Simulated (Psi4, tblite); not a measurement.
Interaction energy of C2H2 ··· H6B3N3 (SMILES C#C and B1NBNBN1). Monomers: optimised at B3LYP-D3(BJ) (def2-TZVP), held rigid. Orientation: lowest of the rigid-body minima from ten starts at GFN2-xTB. Only R, the distance of the centres of mass, is varied, so the lowest point isn't the relaxed dimer.

- GFN2-xTB (tblite)
- SAPT0/jun-cc-pVDZ, frozen core (Psi4)

Interaction energies in kcal/mol:

```
R / Å  GFN2-xTB
-----  --------
3.44       0.30
3.68      -2.25
3.83      -2.89
4.07      -3.11
4.24      -2.97
4.49      -2.58
4.75      -2.13
5.09      -1.61
5.57      -1.06
6.30      -0.56
7.27      -0.27
8.59      -0.12
```

Question: Predict the corresponding SAPT0/jun-cc-pVDZ column.

Answer: 3.44: 4.18; 3.68: 0.50; 3.83: -0.60; 4.07: -1.34; 4.24: -1.46; 4.49: -1.36; 4.75: -1.15; 5.09: -0.86; 5.57: -0.56; 6.30: -0.30; 7.27: -0.14; 8.59: -0.06 (kcal/mol).
